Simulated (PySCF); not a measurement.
Computed IR spectrum (relative IR intensity) of a molecule C₂H₇AlClN. Geometry optimised at B3LYP-D3(BJ)/def2-SVP. One conformer was computed; it need not be the lowest. These are B3LYP-D3(BJ)/def2-SVP (PySCF 2.14.0) values and carry that method's errors. Frequencies are harmonic and unscaled.

Lines under 2 % of the strongest are left out, and lines within 2 cm⁻¹ are merged.

| ν (cm⁻¹) | relative intensity |
|---|---|
| 264 | 2.4 |
| 366 | 2.2 |
| 464 | 54 |
| 514 | 22 |
| 635 | 21 |
| 704 | 100 |
| 1020 | 60 |
| 1088 | 3.0 |
| 1217 | 44 |
| 1311 | 19 |
| 1461 | 6.9 |
| 1465 | 4.3 |
| 1480 | 9.2 |
| 1993 | 67 |
| 2962 | 29 |
| 2969 | 69 |
| 3011 | 49 |
| 3091 | 11 |
| 3115 | 6.1 |

Problem. Which molecule gave these data?
(A) C[N](C)[AlH][Cl]
(B) C[NH][Al]([CH3])[Cl]
(C) C[CH2][Al]([NH2])[Cl]

Solution. A, C[N](C)[AlH][Cl]
